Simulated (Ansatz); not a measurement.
Molecule: sum formula H₂SiO₂F, net charge 0, doublet state. It need not be the lowest isomer of its formula. 
Coordinates optimised at B3LYP-D3(BJ)/def2-TZVP (Ansatz, a program for electronic structure):
SMILES: O[Si](O)F
```xyz
6

O      1.1463    -0.7727     0.6740
Si    -0.0084    -0.1699    -0.3317
O     -1.4435    -0.2478     0.4507
F      0.2342     1.3860    -0.6233
H      2.0419    -0.8705     0.3373
H     -1.6551    -1.0613     0.9183
```
Charge 0, spin multiplicity 2.

Wanted: atomisation energy (electronic, to ground-state atoms), in kJ/mol. Cores are frozen in the correlated levels unless marked. UHF or UKS for open shells. No spin-orbit coupling. Non-relativistic. The coupled-cluster limit lacks core correlation, which all-electron functionals hold. Basis-set limits of correlation are two-point, X^-3; Hartree-Fock from the larger set (for Q and 5 zeta extrapolated as (X+1)exp(-9√X)).

```
level        program  atomisation energy (kJ/mol)
-----------  -------  ---------------------------
HF/def2-SVP   Ansatz                       1581.3
```

Predict the CCSD(T)/CBS(cc-pV(Q+d)Z,cc-pV(5+d)Z) result (Ansatz).

2400.7 kJ/mol, so HF/def2-SVP differs from it by -819.4 kJ/mol.
